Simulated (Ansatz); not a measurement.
System: MoO, charge 0, multiplicity 3. The spin state was set by rule; other spins were not relaxed. 
Geometry from a B3LYP-D3(BJ)/def2-TZVP (Ansatz, a quantum-chemistry and plane-wave program) optimisation:
```xyz
2

Mo     0.0000     0.0000    -0.2626
O      0.0000     0.0000     1.3786
```
Charge 0, spin multiplicity 3.

Wanted: atomisation energy (electronic, to ground-state atoms), in kcal/mol. Valence correlation only, unless marked. UHF or UKS for open shells. Spin-orbit coupling is left out. Frozen are the shells of the preceding noble gas and the d and f shells that filled before the atom's block. In def2 rows, elements after Kr have scalar-relativistic effective core potentials. The coupled-cluster limit lacks core correlation, which all-electron functionals hold. CBS marks a two-point X^-3 extrapolation of the correlation energy; Hartree-Fock from the larger set. The program attaches cautions to a run behind CCSD(T)/def2-TZVPP: other amplitudes. The program attaches cautions to a run behind CCSD(T)/CBS(def2-TZVPPD,def2-QZVPPD): other amplitudes.

```
level                                        program  atomisation energy (kcal/mol)
------------------------------------  --------------  -----------------------------
revPBE/def2-TZVPD                             Ansatz                          123.8
B3LYP-D4/def2-TZVPD                   Ansatz + dftd4                          121.3
r2SCAN0/def2-TZVPD                            Ansatz                           90.3
wB97M-V/def2-TZVPD                            Ansatz                          113.5
CCSD/def2-SVPD                                Ansatz                           91.5
CCSD(T)/def2-TZVPP                            Ansatz                          110.3
CCSD(T)/CBS(def2-TZVPPD,def2-QZVPPD)          Ansatz                          115.0
```

The UHF reference is spin-contaminated (<S^2> 0.93 over the pure value in the largest basis). The T1 diagnostic of CCSD in the largest basis is 0.082, which is high, so the coupled-cluster rows are less sure than usual.
